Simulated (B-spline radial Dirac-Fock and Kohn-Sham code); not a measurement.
# Levels of muonic ⁷⁷Sr

Nucleus: ⁷⁷Sr, Fermi distribution (skin thickness 2.3 fm), rms radius 4.2569 fm (measured, Angeli and Marinova 2013).

Input file task.json (cfg lists n, l and occupation; rrms is the nuclear radius in fm):

```json
{"items": [{
  "Z": 38,
  "q": 0,
  "cfg": [[1, 0, 2], [2, 0, 2], [2, 1, 6], [3, 0, 2], [3, 1, 6], [3, 2, 10], [4, 0, 2], [4, 1, 6], [5, 0, 2]],
  "A": 77,
  "rrms": 4.2569,
  "do": "muonic",
  "nuclei": [[77, 76.937945, 4.2569, "measured", "fermi"]]
}]}
```

Command: `python xray2_run.py task.json out`

Method: the Dirac equation of a negative muon with reduced mass in the field of a spherical finite nucleus, with the Uehling potential to all orders; nuclear polarisation, deformation, hyperfine structure, self-energy, higher-order vacuum polarisation, relativistic recoil and electron screening are left out. Computed with an atomic code on a B-spline grid.

| level | binding (keV) | point nucleus, no QED (keV) | vacuum polarisation (keV) | ⟨r⟩ (fm) |
| --- | --- | --- | --- | --- |
| 1s1/2 | 3357 | 4137 | 23.357 | 12.2 |
| 2s1/2 | 931.7 | 1039 | 4.450 | 44.0 |
| 2p1/2 | 1039 | 1039 | 5.168 | 32.7 |
| 2p3/2 | 1022 | 1019 | 4.897 | 33.5 |
| 3s1/2 | 427.0 | 459.7 | 1.444 | 96.0 |
| 3p1/2 | 459.3 | 459.7 | 1.568 | 82.5 |
| 3p3/2 | 454.3 | 453.6 | 1.501 | 83.5 |
| 3d3/2 | 454.8 | 453.6 | 1.233 | 69.9 |
| 3d5/2 | 452.9 | 451.7 | 1.212 | 70.4 |
| 4d3/2 | 255.5 | 255.1 | 0.494 | 140.3 |
| 4d5/2 | 254.7 | 254.2 | 0.485 | 140.8 |
| 4f5/2 | 254.6 | 254.2 | 0.382 | 120.6 |
| 4f7/2 | 254.2 | 253.8 | 0.379 | 121.0 |
| 5f5/2 | 162.9 | 162.7 | 0.179 | 211.4 |
| 5f7/2 | 162.7 | 162.5 | 0.178 | 211.7 |
| 5g7/2 | 162.6 | 162.5 | 0.133 | 184.8 |
| 5g9/2 | 162.5 | 162.4 | 0.132 | 185.0 |
| 6g7/2 | 112.9 | 112.9 | 0.070 | 295.8 |
| 6g9/2 | 112.9 | 112.8 | 0.070 | 296.1 |
| 6h9/2 | 112.8 | 112.8 | 0.049 | 262.4 |
| 6h11/2 | 112.8 | 112.7 | 0.049 | 262.6 |

Q: By how much does the finite nuclear size lower the 1s binding energy?

A: By 804.3 keV, 19.44 % of the point-nucleus value (point value plus vacuum polarisation less the binding energy). The 1s orbit has ⟨r⟩ = 12.2 fm.
